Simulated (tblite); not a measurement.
Species: C₅H₈OS.
Atom-mapped SMILES: `[CH3:1][O:2][C@H:3]([CH3:4])[CH:5]=[C:6]=[S:7]` (hydrogens: H8, H9, H10 on C1; H11 on C3; H12, H13, H14 on C4; H15 on C5)

Computed with GFN2-xTB (tblite), gas phase: Langevin dynamics at 200 K from the optimised GFN2-xTB geometry, time step 0.5 fs, friction 0.01 fs⁻¹, 2000 steps. The instantaneous temperature is 2·E(kin)/(3Nk) with all 3N coordinates.

```csv
t (fs),T (K),E(pot) above start (eV),C1–O2 (Å),O2–C3 (Å),C3–C4 (Å),C3–C5 (Å),C5=C6 (Å),C1–H8 (Å),C1–O2–C3–C4 (°)
0,160,0.000,1.404,1.411,1.523,1.525,1.294,1.088,-165
25,82,0.199,1.390,1.415,1.514,1.497,1.301,1.078,-163
50,112,0.202,1.398,1.398,1.527,1.524,1.300,1.072,-159
75,100,0.200,1.427,1.395,1.527,1.551,1.305,1.110,-152
100,131,0.229,1.445,1.407,1.567,1.527,1.284,1.101,-147
125,157,0.201,1.406,1.398,1.524,1.526,1.298,1.067,-152
150,113,0.263,1.377,1.402,1.500,1.533,1.293,1.099,-157
175,151,0.157,1.415,1.418,1.520,1.580,1.282,1.116,-154
200,123,0.275,1.425,1.445,1.476,1.530,1.294,1.064,-157
225,148,0.231,1.412,1.439,1.503,1.505,1.293,1.062,-163
250,157,0.267,1.364,1.385,1.582,1.568,1.305,1.104,-167
275,139,0.381,1.357,1.390,1.569,1.506,1.298,1.123,-168
300,168,0.192,1.433,1.422,1.520,1.498,1.294,1.098,-169
325,107,0.244,1.449,1.432,1.496,1.562,1.296,1.081,-171
350,139,0.227,1.432,1.426,1.504,1.536,1.280,1.078,-162
375,88,0.317,1.401,1.416,1.529,1.511,1.323,1.062,-153
400,154,0.318,1.395,1.390,1.556,1.540,1.282,1.108,-152
425,179,0.305,1.405,1.400,1.534,1.558,1.289,1.093,-158
450,173,0.341,1.431,1.391,1.506,1.551,1.310,1.047,-165
475,215,0.230,1.426,1.424,1.503,1.517,1.283,1.101,-168
500,177,0.248,1.407,1.431,1.555,1.548,1.317,1.118,-175
525,165,0.255,1.387,1.409,1.550,1.521,1.277,1.077,179
550,224,0.178,1.422,1.427,1.508,1.489,1.299,1.067,-176
575,140,0.345,1.421,1.424,1.495,1.532,1.310,1.100,-170
600,219,0.247,1.386,1.397,1.500,1.534,1.276,1.104,-169
625,181,0.284,1.384,1.432,1.527,1.532,1.297,1.115,-175
650,226,0.246,1.403,1.423,1.537,1.560,1.295,1.086,-174
675,204,0.335,1.445,1.406,1.545,1.510,1.305,1.064,-173
700,195,0.532,1.458,1.444,1.510,1.481,1.285,1.104,-170
725,250,0.391,1.405,1.379,1.505,1.563,1.291,1.099,-165
750,225,0.492,1.362,1.457,1.539,1.504,1.297,1.068,-160
775,266,0.437,1.363,1.404,1.536,1.515,1.287,1.138,-153
800,275,0.378,1.451,1.388,1.554,1.575,1.292,1.108,-153
825,212,0.453,1.459,1.412,1.545,1.524,1.305,1.075,-156
850,223,0.399,1.384,1.402,1.527,1.527,1.273,1.079,-153
875,165,0.455,1.371,1.401,1.537,1.585,1.289,1.132,-155
900,201,0.459,1.389,1.425,1.502,1.542,1.293,1.102,-164
925,169,0.567,1.461,1.422,1.525,1.506,1.288,1.094,-166
950,230,0.312,1.444,1.377,1.550,1.536,1.292,1.088,-167
975,202,0.352,1.404,1.374,1.567,1.533,1.307,1.086,-165
1000,137,0.453,1.397,1.432,1.524,1.547,1.301,1.089,-160
```

Question: From 500 fs on, how do temperature and potential energy compare with equipartition?

Answer: The mean temperature of these 21 frames is 204 K against the target 200 K, and the mean potential energy 0.37 eV against 39 × kT/2 = 0.34 eV for 39 classical harmonic modes. For 15 atoms in a canonical ensemble the temperature itself scatters by T·√(2/(3N)) = 42 K; here its standard deviation is 37 K. The whole run lasts only 10 friction times of 100 fs, so these averages carry a wide statistical error.

Question: What are the kinetic and total energies of the listed frame with the highest potential energy?

Answer: The one at 925 fs, 0.567 eV above the start. Its kinetic energy is 3NkT/2 = 0.327 eV at 169 K, so the sum is 0.89 eV; over the listed frames the sum runs from 0.31 to 0.95 eV, since the thermostat adds and removes energy.

Question: How much do the listed bonds fluctuate from 500 fs on?

Answer: 
```tsv
bond	at the start (Å)	mean (Å)	standard deviation (Å)
C1–O2	1.404	1.410	0.032
O2–C3	1.411	1.413	0.022
C3–C4	1.523	1.530	0.020
C3–C5	1.525	1.532	0.026
C5=C6	1.294	1.294	0.011
C1–H8	1.088	1.095	0.020
```

The motion is classical and holds no zero-point motion.

What follows is the cost of the whole dynamics run. The run took 11 s on one thread, Intel Xeon Platinum 8488C (x86_64), no GPU (shared host), and the process peaked at 0.18 GiB of memory.
